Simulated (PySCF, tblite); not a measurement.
Isomers of C5H5N2S (doublet state), one GFN2-xTB conformer each. Single-point energies are computed at B3LYP/pcH-1 (PySCF, gas phase, no added dispersion term), electronic only. GFN2-xTB treats the open shell by occupation alone, and not every SCF solution was tested for stability.

```
           SMILES  GFN2-xTB relative energy (kJ/mol)
CC(=S)C1=NC[C]=N1                              136.0
  C=[C]c1nsc(C)n1                                0.0
 C#C[C]1N=C(C)SN1                               31.9
```

Conformers: `[CH3:1][C:2](=[S:3])[C:4]1=[N:5][CH2:6][C:7]=[N:8]1` (doublet state) with C1–C2–C4–N5 167°.

Task: What does B3LYP/pcH-1 give for the same structures?

Result: 
```
           SMILES  B3LYP/pcH-1 E (Eh)  B3LYP/pcH-1 (kJ/mol)  GFN2-xTB (kJ/mol)  point group
  C=[C]c1nsc(C)n1          -701.15632                   0.0                0.0            –
 C#C[C]1N=C(C)SN1          -701.13571                  54.1               31.9            –
CC(=S)C1=NC[C]=N1          -701.12191                  90.3              136.0           C1
```

Both levels put the same isomer lowest; measured from each level's own lowest isomer, the values differ by up to 45.7 kJ/mol (CC(=S)C1=NC[C]=N1: 136.0 against 90.3). 

Task: What happens when harmonic zero-point energies from GFN2-xTB frequencies are added?

Result: 
| SMILES | ZPE (kJ/mol) | electronic (kJ/mol) | with ZPE (kJ/mol) |
| --- | --- | --- | --- |
| C=[C]c1nsc(C)n1 | 230.2 | 0.0 | 0.0 |
| C#C[C]1N=C(C)SN1 | 228.7 | 54.1 | 52.7 |
| CC(=S)C1=NC[C]=N1 | 232.8 | 90.3 | 93.0 |

The zero-point energies span 4.1 kJ/mol. The order is unchanged.

Task: As an exercise, what shares would exp(−E/RT) give at 2000 K from these electronic energies alone (no entropy, no degeneracies)?

Result: RT = 16.629 kJ/mol: C=[C]c1nsc(C)n1 95.9 %, C#C[C]1N=C(C)SN1 3.7 %, CC(=S)C1=NC[C]=N1 0.4 %.
